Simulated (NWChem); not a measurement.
All runs are NWChem calculations. System: H3O3Si, charge 0, spin multiplicity 2, at a geometry optimised with UPBE0/def2-SVP. The structure started from a generated list of species. Its SCF solution wasn't tested for a lower state. Level: UHF/def2-TZVP.

Job file:

```
start mol
memory heap 200 mb stack 900 mb global 1100 mb
geometry units angstroms nocenter noautoz noautosym
  O     -0.871856    -0.895843    -0.881405
  Si    -0.164119    -0.036464     0.351932
  O     -0.202411     1.563139    -0.119914
  O      1.365365    -0.659324     0.500904
  H     -1.643361    -0.487295    -1.286802
  H      0.002036     2.206818     0.565804
  H      1.610217    -1.272800    -0.202736
end
basis spherical
  * library def2-tzvp
end
scf
  uhf
  nopen 1
  maxiter 100
  thresh 1e-7
  semidirect memsize 60000000 filesize 0
  # guess.movecs holds the orbitals of an unrestricted PBE0 run
  vectors input guess.movecs output mol.movecs
end
task scf energy
```

NWChem printed:

```
             Northwest Computational Chemistry Package (NWChem) 7.3.0
             --------------------------------------------------------

                                NWChem Input Module
                                -------------------

 Scaling coordinates for geometry "geometry" by  1.889725989
 (inverse scale =  0.529177249)

                             Geometry "geometry" -> ""
                             -------------------------

 Output coordinates in angstroms (scale by  1.889725989 to convert to a.u.)

  No.       Tag          Charge          X              Y              Z
 ---- ---------------- ---------- -------------- -------------- --------------
    1 O                    8.0000    -0.87185600    -0.89584300    -0.88140500
    2 Si                  14.0000    -0.16411900    -0.03646400     0.35193200
    3 O                    8.0000    -0.20241100     1.56313900    -0.11991400
    4 O                    8.0000     1.36536500    -0.65932400     0.50090400
    5 H                    1.0000    -1.64336100    -0.48729500    -1.28680200
    6 H                    1.0000     0.00203600     2.20681800     0.56580400
    7 H                    1.0000     1.61021700    -1.27280000    -0.20273600

 Effective nuclear repulsion energy (a.u.)     176.2976952427

            Nuclear Dipole moment (a.u.)
            ----------------------------
        X                 Y               Z
 ---------------- ---------------- ----------------
     0.0000188973     0.0000056692    -0.0000113384


 Summary of "ao basis" -> "" (spherical)
 ------------------------------------------------------------------------------
       Tag                 Description            Shells   Functions and Types
 ---------------- ------------------------------  ------  ---------------------
 *                         def2-tzvp                  on all atoms

 Summary of "ao basis" -> "ao basis" (spherical)
 ------------------------------------------------------------------------------
       Tag                 Description            Shells   Functions and Types
 ---------------- ------------------------------  ------  ---------------------
[...]
  Mulliken analysis of the total density
  --------------------------------------

    Atom       Charge   Shell Charges
 -----------   ------   -------------------------------------------------------
    1 O    8     8.65   0.79  1.18  0.55  0.95  0.28  1.86  2.10  0.91  0.00  0.02  0.00
    2 Si  14    13.13   2.00  0.58  1.39  0.71  0.37  4.12  1.73  0.50  0.84  0.19  0.28  0.28  0.13
    3 O    8     8.63   0.79  1.18  0.55  0.96  0.27  1.86  2.09  0.90  0.00  0.02  0.00
    4 O    8     8.65   0.79  1.18  0.55  0.96  0.28  1.86  2.10  0.91  0.00  0.02  0.00
    5 H    1     0.65   0.24  0.33  0.03  0.05
    6 H    1     0.65   0.24  0.33  0.03  0.05
    7 H    1     0.65   0.24  0.32  0.04  0.05

  Mulliken analysis of the alpha density
  --------------------------------------

    Atom       Charge   Shell Charges
 -----------   ------   -------------------------------------------------------
    1 O    8     4.34   0.40  0.59  0.28  0.48  0.13  0.95  1.06  0.44  0.00  0.01  0.00
    2 Si  14     7.01   1.00  0.29  0.69  0.44  0.31  2.06  0.86  0.28  0.55  0.14  0.15  0.16  0.06
    3 O    8     4.34   0.40  0.59  0.28  0.48  0.13  0.95  1.06  0.44  0.00  0.01  0.00
    4 O    8     4.34   0.40  0.59  0.28  0.48  0.13  0.94  1.06  0.44  0.00  0.01  0.00
    5 H    1     0.32   0.12  0.16  0.02  0.02
    6 H    1     0.32   0.12  0.16  0.01  0.02
    7 H    1     0.33   0.12  0.16  0.02  0.02

   Mulliken analysis of the beta density
   -------------------------------------

    Atom       Charge   Shell Charges
 -----------   ------   -------------------------------------------------------
    1 O    8     4.31   0.40  0.59  0.27  0.48  0.14  0.91  1.04  0.46  0.00  0.01  0.00
    2 Si  14     6.12   1.00  0.29  0.70  0.28  0.06  2.05  0.87  0.22  0.29  0.05  0.13  0.12  0.06
    3 O    8     4.29   0.40  0.59  0.27  0.48  0.14  0.90  1.03  0.47  0.00  0.01  0.00
    4 O    8     4.31   0.40  0.59  0.27  0.48  0.14  0.92  1.04  0.46  0.00  0.01  0.00
    5 H    1     0.32   0.12  0.16  0.01  0.02
    6 H    1     0.33   0.12  0.17  0.01  0.02
    7 H    1     0.32   0.12  0.16  0.01  0.02

   Mulliken analysis of the spin density
   -------------------------------------

    Atom       Charge   Shell Charges
 -----------   ------   -------------------------------------------------------
    1 O    8     0.04   0.00 -0.00  0.00  0.00 -0.01  0.03  0.02 -0.02  0.00 -0.00 -0.00
    2 Si  14     0.89   0.00  0.00 -0.01  0.16  0.25  0.01 -0.01  0.06  0.26  0.09  0.02  0.04 -0.00
    3 O    8     0.05   0.00 -0.00  0.01  0.00 -0.01  0.05  0.03 -0.03  0.00 -0.00  0.00
    4 O    8     0.02   0.00 -0.00  0.01  0.00 -0.01  0.02  0.01 -0.02  0.00  0.00  0.00
    5 H    1    -0.00  -0.00 -0.00  0.00  0.00
    6 H    1    -0.01  -0.00 -0.00 -0.00 -0.00
    7 H    1     0.02   0.00  0.00  0.01  0.00

       Multipole analysis of the density wrt the origin
       ------------------------------------------------

     L   x y z        total         alpha         beta         nuclear
     -   - - -        -----         -----         ----         -------
     0   0 0 0      0.000000    -21.000000    -20.000000     41.000000

     1   1 0 0     -0.365930      0.294747     -0.660696      0.000019
     1   0 1 0      0.284626      0.201212      0.083408      0.000006
     1   0 0 1      0.029209     -0.926884      0.956104     -0.000011

     2   2 0 0    -20.818187    -59.978480    -57.233897     96.394190
     2   1 1 0     -0.844746      7.815506      7.927179    -16.587430
     2   1 0 1     -0.333388    -22.030163    -23.991196     45.687970
     2   0 2 0    -20.855031    -76.045033    -74.051484    129.241487
     2   0 1 1      2.773842     -5.822692     -6.149329     14.745863
     2   0 0 2    -22.047464    -35.476185    -29.739565     43.168286

 Task  times  cpu:       23.4s     wall:       23.4s

 Total times  cpu:       23.5s     wall:       23.5s
```
